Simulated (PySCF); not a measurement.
3-bromopyridine, C5H4BrN.
SMILES with atom numbers: `[Br:1][c:2]1[cH:3][cH:4][cH:5][n:6][cH:7]1` (hydrogens: H8 on C3; H9 on C4; H10 on C5; H11 on C7)

Cartesian coordinates in Å at the PBE0-D3(BJ)/def2-SVP level; atoms count from 1:
```xyz
11
C5H4BrN angstrom
Br     2.4366    0.5054   -0.1398
C      0.6517   -0.0899   -0.0863
C     -0.4003    0.8215   -0.0460
C     -1.6964    0.3152   -0.0078
C     -1.8771   -1.0674   -0.0113
N     -0.8672   -1.9324   -0.0494
C      0.3722   -1.4596   -0.0861
H     -0.2066    1.8959   -0.0447
H     -2.5563    0.9876    0.0246
H     -2.8859   -1.4939    0.0183
H      1.1914   -2.1862   -0.1173
```

Computed, not measured: core-valence-separated Tamm–Dancoff BHandHLYP/aug-pcX-1 (pcseg-1 on H, def2-SVPD on Br) in PySCF, non-relativistic, gas phase, PBE0-D3(BJ)/def2-SVP geometry. BHandHLYP without relativity tends to put these K edges a few eV too low, so spacings mean more than positions.

The lowest roots of each edge with f over 0.003 (five at most, numbered afresh; weaker and dark ones are left out), with transition dipoles (au) in the frame of the coordinates:

```tsv
root	edge	E (eV)	μx	μy	μz
1	C	282.90	-0.0029	0.0006	-0.0891
2	C	283.05	0.0030	-0.0007	0.0940
3	C	283.33	-0.0031	0.0007	-0.0965
4	C	283.40	0.0033	-0.0007	0.1010
5	C	284.22	-0.0031	0.0007	-0.0964
6	N	396.46	0.0025	-0.0005	0.0789
7	N	401.77	-0.0164	-0.0200	0.0004
```

Problem. What are the oscillator strengths?

Solution. f = (2/3) ΔE |μ|², with ΔE in hartree (27.2114 eV):

```csv
root,ΔE (Eh),|μ|² (au),f,core hole on
1,10.3963,0.007949,0.055,C3
2,10.4020,0.008849,0.061,C4
3,10.4123,0.009326,0.065,C5
4,10.4149,0.010217,0.071,C7
5,10.4450,0.009307,0.065,C2
6,14.5696,0.006231,0.061,N6
7,14.7649,0.000668,0.007,N6
```

Problem. What is the unit vector of the normal of the molecular plane, and which share of each root's |μ|² lies along it?

Solution. (-0.03, 0.01, -1.00), up to sign.

| root | core hole on | share along it | final orbital under reflection in the plane |
| --- | --- | --- | --- |
| 1 | C3 | 1.00 | odd |
| 2 | C4 | 1.00 | odd |
| 3 | C5 | 1.00 | odd |
| 4 | C7 | 1.00 | odd |
| 5 | C2 | 1.00 | odd |
| 6 | N6 | 1.00 | odd |
| 7 | N6 | 0.00 | even |

The 1s orbitals of atoms in the plane are even under the reflection, so light polarised along the normal reaches odd orbitals alone (the out-of-plane π set) and light polarised in the plane even ones.

Problem. For fixed molecules, how does the intensity of root 1 change when the electric field is turned 30° away from the normal of the molecular plane?

Solution. Intensity goes as (E·μ)², and μ lies along that direction, so it falls to cos²30° = 0.75 of its maximum; it vanishes at 90°.

Problem. Molecules are fixed in this frame and the field points along x. What effective strengths 3 f cos²θ do the roots have (θ between field and μ)?

Solution. root 1 (C3): 0.000, root 2 (C4): 0.000, root 3 (C5): 0.000, root 4 (C7): 0.000, root 5 (C2): 0.000, root 6 (N6): 0.000, root 7 (N6): 0.008. Root 7 is the strongest. Averaged over all orientations cos²θ is 1/3, which gives f back.

 Relativistic effects, spin–orbit coupling among them, are left out although an element past zinc is present.

The run took 26 s on an Arm Neoverse V1 with one thread, on a shared host, and the process peaked at 0.96 GiB of memory.
